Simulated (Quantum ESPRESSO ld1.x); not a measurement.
All-electron atom: Ag XVII in [Ar] 3d10 4s2 4p1 (the NIST ground configuration). Method: scalar-relativistic Kohn-Sham, LDA (Slater exchange, VWN5 correlation), spin-polarised, spherical densities, point nucleus; open shells are filled with parallel spins first; computed with ld1.x of Quantum ESPRESSO 7.5.

Normalised radial functions P(r) = r R(r), r in bohr:

r,3p down,3d down,4p up
0.001543,0.0041,0.0000,0.0021
0.001753,0.0051,0.0000,0.0026
0.001977,0.0063,0.0000,0.0032
0.002247,0.0079,0.0000,0.0040
0.002534,0.0098,0.0001,0.0050
0.002879,0.0123,0.0001,0.0062
0.003247,0.0152,0.0001,0.0077
0.00369,0.0191,0.0002,0.0097
0.00416,0.0236,0.0002,0.0120
0.004728,0.0296,0.0003,0.0150
0.005331,0.0366,0.0005,0.0186
0.006059,0.0458,0.0007,0.0233
0.006832,0.0564,0.0009,0.0287
0.007765,0.0704,0.0013,0.0357
0.008755,0.0864,0.0019,0.0439
0.00995,0.1072,0.0027,0.0545
0.01122,0.1309,0.0037,0.0665
0.01275,0.1614,0.0053,0.0819
0.01438,0.1955,0.0074,0.0992
0.01634,0.2388,0.0105,0.1211
0.01842,0.2864,0.0144,0.1452
0.02094,0.3453,0.0203,0.1750
0.02361,0.4084,0.0278,0.2069
0.02683,0.4842,0.0386,0.2450
0.03025,0.5624,0.0524,0.2842
0.03438,0.6517,0.0721,0.3289
0.03877,0.7385,0.0965,0.3719
0.04406,0.8298,0.1307,0.4167
0.04968,0.9088,0.1723,0.4547
0.05646,0.9780,0.2290,0.4867
0.06366,1.0198,0.2958,0.5039
0.07236,1.0288,0.3840,0.5027
0.08158,0.9930,0.4841,0.4775
0.09272,0.8964,0.6103,0.4194
0.1045,0.7432,0.7465,0.3316
0.1188,0.5088,0.9084,0.2012
0.134,0.2249,1.0712,0.0472
0.1523,-0.1347,1.2486,-0.1424
0.1717,-0.5055,1.4085,-0.3300
0.1951,-0.9067,1.5591,-0.5194
0.22,-1.2543,1.6682,-0.6630
0.25,-1.5564,1.7364,-0.7521
0.2819,-1.7448,1.7450,-0.7528
0.3204,-1.8228,1.6890,-0.6486
0.3613,-1.7762,1.5763,-0.4496
0.4106,-1.6120,1.4001,-0.1429
0.4629,-1.3780,1.1960,0.2037
0.5262,-1.0830,0.9570,0.5895
0.5932,-0.8025,0.7331,0.9151
0.6743,-0.5350,0.5151,1.1703
0.7602,-0.3349,0.3440,1.2871
0.864,-0.1830,0.2049,1.2669
0.9742,-0.0930,0.1148,1.1269
1.107,-0.0396,0.0553,0.8919
1.248,-0.0155,0.0247,0.6437
1.419,-0.0048,0.0090,0.4023
1.6,-0.0013,0.0030,0.2285
1.818,-0.0003,0.0008,0.1079
2.05,-0.0001,0.0002,0.0459
2.33,0.0000,0.0000,0.0154
2.627,0.0000,0.0000,0.0046

3p down: eigenvalue -944.95 eV, 1 radial node at r = 0.145 bohr, <r> = 0.363 bohr, 90 % of the charge inside 0.546 bohr. 3d down: eigenvalue -748.38 eV, 0 radial nodes, <r> = 0.339 bohr, 90 % of the charge inside 0.534 bohr. 4p up: eigenvalue -392.38 eV, 2 radial nodes at r = 0.138, 0.432 bohr, <r> = 0.832 bohr, 90 % of the charge inside 1.19 bohr.
